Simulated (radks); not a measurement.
The numbers below are computed, except where a source is named.
Tl XL, configuration [Kr] 4d6.

Code: a radial shooting solver on a logarithmic mesh with Libxc functionals. Model: non-relativistic Kohn-Sham, LB94 model potential, spin-polarised, spherical densities, point nucleus; open shells are filled with parallel spins first (spin-orbit coupling, left out, can overturn this in heavy ions); relativity is left out, which matters for an element this heavy.

Energy parts (eV):
| part | energy |
|---|---|
| kinetic | 491453.78 |
| electron-nucleus | -1091591.81 |
| Hartree | 116975.23 |
(The LB94 potential has no energy functional, so no total or exchange-correlation energy is given.)

Orbitals (lengths in bohr, moments of r in powers of bohr; r(max) is where P^2 peaks):
1s up: occ. 1; eigenvalue (eV) -78916.15; <r^2> 0.0004658; r(max) 0.01240
1s down: occ. 1; eigenvalue (eV) -78916.40; <r^2> 0.0004658; r(max) 0.01240
2s up: occ. 1; eigenvalue (eV) -14706.73; <r^2> 0.007223; r(max) 0.06733
2s down: occ. 1; eigenvalue (eV) -14704.50; <r^2> 0.007221; r(max) 0.06732
2p up: occ. 3; eigenvalue (eV) -14226.06; <r^2> 0.005322; r(max) 0.05218
2p down: occ. 3; eigenvalue (eV) -14224.91; <r^2> 0.005320; r(max) 0.05218
3s up: occ. 1; eigenvalue (eV) -4770.653; <r^2> 0.04349; r(max) 0.1828
3s down: occ. 1; eigenvalue (eV) -4770.828; <r^2> 0.04350; r(max) 0.1829
3p up: occ. 3; eigenvalue (eV) -4545.844; <r^2> 0.03988; r(max) 0.1718
3p down: occ. 3; eigenvalue (eV) -4545.183; <r^2> 0.03991; r(max) 0.1719
3d up: occ. 5; eigenvalue (eV) -4128.585; <r^2> 0.03052; r(max) 0.1346
3d down: occ. 5; eigenvalue (eV) -4125.905; <r^2> 0.03056; r(max) 0.1347
4s up: occ. 1; eigenvalue (eV) -2151.827; <r^2> 0.1746; r(max) 0.3864
4s down: occ. 1; eigenvalue (eV) -2143.780; <r^2> 0.1745; r(max) 0.3862
4p up: occ. 3; eigenvalue (eV) -2051.655; <r^2> 0.1729; r(max) 0.3819
4p down: occ. 3; eigenvalue (eV) -2043.779; <r^2> 0.1728; r(max) 0.3816
4d up: occ. 5; eigenvalue (eV) -1871.877; <r^2> 0.1649; r(max) 0.3653
4d down: occ. 1; eigenvalue (eV) -1864.884; <r^2> 0.1646; r(max) 0.3647

The highest occupied level is 4d down at -1864.9 eV. Summed over all electrons, <r^2> = 3.054 bohr^2, which gives a Langevin (diamagnetic) susceptibility term of -2.42 x 10^-6 cm^3/mol. The electron density at the nucleus is 3.822e+05 e/bohr^3.
